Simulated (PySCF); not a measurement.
Method: PBE-D3(BJ)/def2-TZVP // PBE-D3(BJ)/def2-SVP in PySCF. Gas-phase values, no solvent. One relaxed conformer stands for a flexible species; it need not be the lowest. Delta-SCF ions had no search for a lower state. 

Reference species (SMILES): `c1ccc2c([SiH3])c(ccc2n1)S` (C–C–S–H torsion 159°) (neutral, multiplicity 1).

```yaml
vertical ionisation energy (Delta-SCF): 7.86 eV
HOMO: -5.61 eV
```

Changed species: `[SiH3]c1cc(S)c2ncccc2c1` (C–C–S–H torsion 180°).

Predict the effect on the vertical ionisation energy (Delta-SCF) and HOMO.

the vertical ionisation energy (Delta-SCF) falls by 0.29 eV, to 7.57 eV; the HOMO rises by 0.37 eV, to -5.24 eV.
